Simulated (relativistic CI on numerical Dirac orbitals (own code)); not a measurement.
**d2 in a ligand field**

Computed with a parametric ligand-field model of a d^n configuration (Racah B and C, spin-orbit zeta, crystal field), exact diagonalisation.

Field parameters in Wybourne normalisation: Oh B⁴₀ = 21Dq, B⁴₄ = √(5/14) B⁴₀. The field is a parameter set, without covalency.

Lowest levels for B = 580, C = 2910, ζ = 2500 cm⁻¹, Oh, 10Dq = 36700 cm⁻¹?

E 0 (S 0.98), T2 174 (S 0.98), T1 3489 (S 1.00), A1 4447 (S 0.98), T2 11622 (S 0.08), E 11873 (S 0.08), A1 24533 (S 0.10), A2 36279 (S 1.00), T2 36908 (S 0.99) cm⁻¹, with S from ⟨S²⟩ = S(S + 1). The ground level has 0.03 electrons in the cubic e pair.

Lowest levels for B = 620, C = 3080, ζ = 3250 cm⁻¹, Oh, 10Dq = 27000 cm⁻¹?

E 0 (S 0.97), T2 390 (S 0.97), T1 5054 (S 1.00), A1 6271 (S 0.97), T2 13105 (S 0.18), E 13743 (S 0.14), A1 26163 (S 0.30), A2 27551 (S 1.00), T2 28615 (S 0.97) cm⁻¹, with S from ⟨S²⟩ = S(S + 1). The ground level has 0.06 electrons in the cubic e pair.

Lowest levels for B = 350, C = 1480, ζ = 200 cm⁻¹, Oh, 10Dq = 21800 cm⁻¹?

E 0 (S 1.00), T2 2 (S 1.00), T1 239 (S 1.00), A1 350 (S 1.00), T2 5292 (S 0.00), E 5329 (S 0.00), A1 12274 (S 0.00), A2 20951 (S 1.00), T2 21001 (S 1.00) cm⁻¹, with S from ⟨S²⟩ = S(S + 1). The ground level has 0.01 electrons in the cubic e pair.

Lowest levels for B = 1030, C = 3940, ζ = 120 cm⁻¹, Oh, 10Dq = 18150 cm⁻¹?

E 0 (S 1.00), T2 2 (S 1.00), T1 164 (S 1.00), A1 245 (S 1.00), T2 14745 (S 0.02), E 15114 (S 0.00), A2 16413 (S 1.00), T2 16455 (S 0.99), T1 16503 (S 1.00) cm⁻¹, with S from ⟨S²⟩ = S(S + 1). The ground level has 0.04 electrons in the cubic e pair.

Lowest levels for B = 960, C = 3720, ζ = 830 cm⁻¹, Oh, 10Dq = 18050 cm⁻¹?

E 0 (S 1.00), T2 69 (S 1.00), T1 1215 (S 1.00), A1 1775 (S 1.00), T2 14084 (S 0.21), E 14756 (S 0.02), A2 16656 (S 1.00), T2 17198 (S 0.92), T1 17297 (S 1.00) cm⁻¹, with S from ⟨S²⟩ = S(S + 1). The ground level has 0.05 electrons in the cubic e pair.
